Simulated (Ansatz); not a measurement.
Consider the atomization: `[OH][GeH2][SeH]` → Ge• + 4 H• + O• + Se•.

Calculated with Ansatz (gas phase, PBE0-D4/def2-TZVP geometries, no zero-point term in ΔE). CCSD(T)/CBS is the MP2 limit (def2-TZVPP, def2-QZVPP) plus CCSD(T) − MP2 in def2-TZVPP, frozen cores. This one scheme is used for every species, atoms too. Functionals use def2-TZVPP. HSE06 is defined as in plane-wave codes. Open shells (•) are unrestricted, without spin–orbit coupling. Spin–orbit coupling would lower the free atoms: a little for O; clearly for Ge, Se. Bonds to Ge, Se are less sure, by a few kJ/mol each and by 10 to 20 or more in all where they break to atoms, as the def2 sets lack core-valence functions. Scalar relativity is left out up to krypton. Each species was taken in one conformer, which may not be the lowest.

`[OH][GeH2][SeH]`:

```xyz
7

O    -1.288    0.324   -0.916
Ge   -0.027   -0.614   -0.087
Se    1.619    0.805    0.815
H    -0.918    0.988   -1.504
H    -0.791   -1.383    0.994
H     0.731   -1.520   -1.071
H     0.674    1.400    1.769
```

```
             level  ΔE (kJ/mol)  difference from CCSD(T)/CBS
           BLYP-D4       2010.4                        -41.1
           ωB97X-V       2041.9                         -9.6
            r2SCAN       2034.1                        -17.4
           r2SCANh       2015.8                        -35.7
             HSE06       1989.5                        -62.0
           LC-ωPBE       1988.2                        -63.3
      MP2/def2-SVP       1884.3                       -167.2
    MP2/def2-QZVPP       2043.3                         -8.2
SCS-MP2/def2-QZVPP       2044.7                         -6.8
    CCSD/CBS(def2)       2017.0                        -34.5
       CCSD(T)/CBS       2051.5                            0
```

Largest T1 diagnostic among the species: 0.011.

In def2-TZVPP, CCSD(T) changes the Hartree–Fock value by +615.8 kJ/mol (the triples alone add +34.5 kJ/mol) and MP2 by +630.8 kJ/mol; breaking electron pairs costs correlation energy, which Hartree–Fock lacks. The D4 term adds +21.7 kJ/mol with B3LYP and +11.2 kJ/mol with PBE0; it sums over pairs of atoms, weighted by their polarisabilities, and B3LYP, whose exchange is more repulsive, gets the larger term. At CCSD(T), def2-SVP lies −180.0 kJ/mol from the extrapolated value and def2-TZVPP −55.1 kJ/mol: correlation converges slowly with the basis, and small sets miss more of it in the bonded molecule than in its fragments.

B3LYP here is the variant with VWN-RPA as its local correlation; programs differ in this.

For atomizations the MP2-based limit and the directly extrapolated one differ by several kJ/mol either way, and by 10 to 25 for some Ge, Se and Sn compounds, so smaller differences from it don't rank the levels.
